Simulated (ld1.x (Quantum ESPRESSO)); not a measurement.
## C, TM: configuration errors across variants

carbon, norm-conserving Troullier–Martins (Kleinman–Bylander form), made with ld1.x (Quantum ESPRESSO) 7.5 (LDA (PZ), scalar-relativistic). Core [He], reference 2s2 2p2. Waves: 2p (bound): rc 2.45 bohr; 3d channel at 0.2 Ry: rc 2.65 bohr; 2s (bound): rc 1.20 bohr. Local part: the s channel. Core correction: none.

All-electron excitation energies from the reference (eV): (1) 2s2 2p1 10.988; (2) 2s2 2p0 35.247; (3) 2s1 2p0 83.217; (4) 2s0 2p4 16.517; (5) 2s1 2p3 8.242; (6) 2s1 2p2 19.482; (7) 2s2 2p1.5 4.029; (8) 2s2 2p2 spin -1.128; (9) 2s2 2p1 spin 10.591.

Spin tests fill each open shell by Hund’s rule, majority spin first.

1 further variants failed, have other tests or another functional or relativity, and are left out.

Errors AE − PS in meV (a dash: test not solved or not reliable):

```csv
change,(1),(2),(3),(4),(5),(6),(7),(8),(9),bound ghosts
base,+68,+615,+1275,-11,-3.8,-62,+9.6,+62,+86,none
local potential the p channel,+48,+572,+1233,-13,-4.3,-91,+4.2,+61,+62,none
wave 2s (bound): rc 1.20 bohr becomes 2s (bound): rc 1.62 bohr,+77,+668,+1294,-5.7,-3.3,-66,+11,+66,+96,none
wave 3d channel at 0.2 Ry: rc 2.65 bohr becomes 3d channel at 0.2 Ry: rc 2.76 bohr,+68,+615,+1275,-11,-3.8,-62,+9.6,+62,+86,none
"all radii scaled by about 0.92 (s 1.10, p 2.26, d 2.44 bohr)",+45,+437,+953,+8.9,+1.4,-39,+6.2,+80,+73,none
core correction a·sin(br)/r model core inside 0.90 bohr,+67,+606,+1221,-14,-4.5,-64,+9.5,+45,+78,none
wave 3d channel at 0.2 Ry: rc 2.65 bohr becomes 3d channel at -0.15 Ry: rc 2.65 bohr,+68,+615,+1275,-11,-3.8,-62,+9.6,+62,+86,none
wave 2s (bound): rc 1.20 bohr becomes 2s (bound): rc 0.96 bohr,+67,+610,+1273,-12,-3.9,-61,+9.5,+62,+85,none
core correction a·sin(br)/r model core inside 1.18 bohr,+68,+613,+1265,-11,-3.9,-62,+9.6,+59,+84,none
wave 2p (bound): rc 2.45 bohr becomes 2p (bound): rc 2.40 bohr,+62,+566,+1185,-4.6,-2.2,-56,+8.7,+67,+82,none
wave 2p (bound): rc 2.45 bohr becomes 2p (bound): rc 3.02 bohr,+145,+1166,+2290,-99,-26,-128,+22,+15,+138,none
```

Q: Give the same row for: wave 2p (bound): rc 2.45 bohr becomes 2p (bound): rc 2.68 bohr.

A: +91, +786, +1591, -35, -10, -83, +13, +46, +100; bound ghosts: none.
